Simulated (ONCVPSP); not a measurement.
## Ranking ONCV potentials for cobalt

All share these settings but for the change named:

- Element: Co
- Generator: ONCVPSP 4.0.1
- Type: optimised norm-conserving Vanderbilt (ONCV)
- Functional: PBE
- Relativity: scalar-relativistic
- Frozen core: [Ne]
- Valence charge: 17
- Reference configuration: 3s2 3p6 3d7 4s1.5 4p0.5
- Partial waves: 3s+4s: rc 1.40 bohr, ncon 3, nbas 7, qcut 8.8 1/bohr, 2 projectors; 3p+4p: rc 1.65 bohr, ncon 5, nbas 8, qcut 6.6 1/bohr, 2 projectors; 3d: rc 1.40 bohr, ncon 4, nbas 9, qcut 12.6 1/bohr, 2 projectors, debl 1.5 Ha
- Local potential: polynomial inside 0.90 bohr (lpopt 5, dvloc0 1 Ha)
- Core correction: Teter function fitted to the true core (icmod 2), fcfact 0.75

Test errors are all-electron minus pseudo excitation energies from the reference, over 3s2 3p6 3d7 4s2 4p0; 3s2 3p6 3d7 4s1 4p0; 3s2 3p6 3d7 4s0 4p0; 3s2 3p6 3d8 4s0 4p0. None of these files shows a bound ghost.

The base gives 12.8 meV.

Of 7 variants that were run, those that failed, showed a ghost or another fault, or gave nearly equal values are left out.

Task: Rank these variants by their largest absolute test error, smallest first.
A. d: qcut 16.6
B. d: qcut 8.2
C. d: qcut 11.4
D. d: qcut 9.1
E. d: qcut 13.2

Result: A (5.1 meV), E (11.0 meV), C (17.4 meV), D (32.9 meV), B (43.3 meV).
